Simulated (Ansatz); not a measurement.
Coupled-cluster run, C3H6S2Si, SMILES `C#CSS[SiH2]C`.

```yaml
crystal:
  periodic: [false, false, false]
  atoms:
    - {symbol: C, position_ang: [-1.560388, -2.734745, 1.880392]}
    - {symbol: C, position_ang: [-1.701923, -2.194963, 0.811693]}
    - {symbol: S, position_ang: [-1.918508, -1.535567, -0.711005]}
    - {symbol: S, position_ang: [-1.521868, 0.478309, -0.422461]}
    - {symbol: Si, position_ang: [0.611569, 0.375611, -0.714626]}
    - {symbol: C, position_ang: [1.279239, 2.102965, -0.494684]}
    - {symbol: H, position_ang: [-1.436999, -3.205021, 2.827167]}
    - {symbol: H, position_ang: [0.877485, -0.147211, -2.078813]}
    - {symbol: H, position_ang: [1.174563, -0.564247, 0.286970]}
    - {symbol: H, position_ang: [2.362949, 2.101329, -0.638377]}
    - {symbol: H, position_ang: [0.841060, 2.790120, -1.221391]}
    - {symbol: H, position_ang: [1.069721, 2.478322, 0.509035]}
basis:
  gaussian: {orbitals: def2-TZVPP}
correlation: {method: ccsd_t}
```

```sh
$ ansatz run in.yaml --threads 2 --pin off --events-out ev --progress --plain --max-ram 32768MiB --backend cuda --devices 0, --max-vram 18GiB
```

The program prints (abridged):

```
Functional definition: HF
1755 factors; integrals over basis functions are off by at most 1.1e-3 eV
mean field evaluation 1: about -32679.5622 eV, gradient 3.9e1 eV
mean field evaluation 2: about -32680.0731 eV, gradient 3.9e1 eV
mean field evaluation 4: about -32684.3602 eV, gradient 5.3e0 eV
mean field evaluation 8: about -32684.4745 eV, gradient 5.0e-1 eV
mean field -32684.47572366 eV, -1201.1323285112 hartree, gradient 3.1e-6 eV, S^2 0.000000; 0 other end points of the search recorded, 0 dependent functions left out
18 core orbitals not correlated: weight in the atoms' cores, before any rotation towards them, 1.000 or more for the frozen orbitals, at most 0.000 for the correlated occupied ones
reference -32684.47572366 eV, -1201.1323285112 hartree; 17, 17 occupied and 268, 268 virtual orbitals, 1755 factors
second order -25.83997922 eV of doubles, -0.00000000 eV of singles
cycle   1  -26.50681827 eV  change   -6.7e-1 eV  update   1.3e-1
cycle   2  -27.27851585 eV  change   -7.7e-1 eV  update   3.9e-2
cycle   3  -27.43527362 eV  change   -1.6e-1 eV  update   1.8e-2
cycle   4  -27.42960946 eV  change    5.7e-3 eV  update   5.0e-3
cycle   5  -27.43030144 eV  change   -6.9e-4 eV  update   2.3e-3
cycle   6  -27.43071388 eV  change   -4.1e-4 eV  update   6.3e-4
cycle   7  -27.43061491 eV  change    9.9e-5 eV  update   2.4e-4
cycle   8  -27.43067943 eV  change   -6.5e-5 eV  update   1.0e-4
cycle   9  -27.43069538 eV  change   -1.6e-5 eV  update   4.9e-5
cycle  10  -27.43065391 eV  change    4.1e-5 eV  update   2.4e-5
perturbative correction -1.38808297 eV, -0.0510111084 hartree
Total energy: -32713.29446054 eV, -1202.1913975574 hartree
```

Hardware: 2 threads of an AMD EPYC 7R13 on a shared host and a share of an NVIDIA H100 80 GB. Wall time 9 s, peak host memory 0.83 GiB.

MP2 recovers 89.7 % of the CCSD(T) correlation energy and the triples give 4.8 %; T1 = 0.0129.
